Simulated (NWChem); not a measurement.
# CH4O2Si; SMILES O=C[SiH2]O

```xyz
8

O     -0.6566     1.6544     0.0000
C      0.4612     1.1586     0.0000
Si     0.5443    -0.7728     0.0000
O     -1.0609    -1.1811     0.0000
H      1.3522     1.8284     0.0000
H      1.2661    -1.2456    -1.2106
H      1.2661    -1.2456     1.2106
H     -1.5975    -0.3658     0.0000
```
Atoms are numbered in this order, from 1.

All runs: NWChem. Pople sets run with spherical d functions. The geometry was optimised at B3LYP/6-31G* (spherical d). B3LYP is NWChem's, with the RPA form of VWN correlation. Level: B3LYP/6-31G* with SMD (1 M gas to 1 M solution), gas-phase geometry. Reactions with the solvent are ignored.

For solvent water:

```
Property                                     Result
-------------------------------------------  ------
cavity-dispersion-structure term (kcal/mol)     4.0
dipole in solution (D)                         2.72
```

**Question.** What are these values for solvent toluene?

**Answer.** cavity-dispersion-structure term (kcal/mol): -0.7
dipole in solution (D): 2.26
